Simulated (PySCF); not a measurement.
## Mayer bond orders and bond lengths

Compound: C₅H₆OS.
Atom-mapped SMILES: `[CH3:1][S:2][c:3]1[cH:4][cH:5][cH:6][o:7]1` (hydrogens: H8, H9, H10 on C1; H11 on C4; H12 on C5; H13 on C6)

Structure used (PBE0-D3(BJ)/def2-SVP), in Å, numbered top down from 1:
```
atom  x, y, z in Å
C1    -2.518   -0.051   -0.067
S2    -1.418    1.377   -0.001
C3     0.124    0.606   -0.284
C4     1.385    1.133   -0.364
C5     2.252    0.022   -0.611
C6     1.458   -1.082   -0.661
O7     0.161   -0.730   -0.462
H8    -3.527    0.346    0.107
H9    -2.271   -0.780    0.717
H10   -2.480   -0.538   -1.051
H11    1.656    2.180   -0.259
H12    3.332    0.047   -0.735
H13    1.644   -2.140   -0.822
```

Bond orders from the PBE0/pcSseg-1 density (PySCF). Geometry: PBE0-D3(BJ)/def2-SVP, one conformer, isolated molecule.

Where do the orders between heavy atoms depart from those drawn in the SMILES?

The largest departure is 0.459, at C6–O7 (drawn aromatic, 1.041), counting aromatic bonds as 1.5. The bonds drawn aromatic range from 1.04 to 1.62.

Set the Mayer orders of the bonds beside their lengths.

```tsv
bond	drawn as	length (Å)	Mayer order
C1–S2	single	1.804	1.001
S2–C3	single	1.747	1.001
C3–C4	aromatic	1.369	1.522
C4–C5	aromatic	1.431	1.264
C5–C6	aromatic	1.360	1.617
C6–O7	aromatic	1.359	1.041
O7–C3	aromatic	1.348	1.051
C1–H8	single	1.098	0.952
C1–H9	single	1.098	0.944
C1–H10	single	1.098	0.944
C4–H11	single	1.087	0.999
C5–H12	single	1.088	0.983
C6–H13	single	1.086	0.986
```

Bonds between the same two heavy elements. C–S: all 2 within 0.02 of one another (1.001 to 1.001). C–C: lowest C4–C5 (1.264, 1.431 Å), highest C5–C6 (1.617, 1.360 Å). C–O: all 2 within 0.02 of one another (1.041 to 1.051).

Sum the orders of all bonds at each heavy atom with more than one neighbour and set the sums beside the valence in the SMILES.

C1 3.841 (drawn 4), S2 2.002 (drawn 2), C3 3.574 (drawn 4), C4 3.785 (drawn 4), C5 3.864 (drawn 4), C6 3.644 (drawn 4), O7 2.092 (drawn 2). Orders between atoms that aren't bonded are not in these sums.

For a closed shell the Mayer order of atoms A and B is Σ (PS)μν (PS)νμ over the basis functions μ on A and ν on B, with P the density and S the overlap matrix.
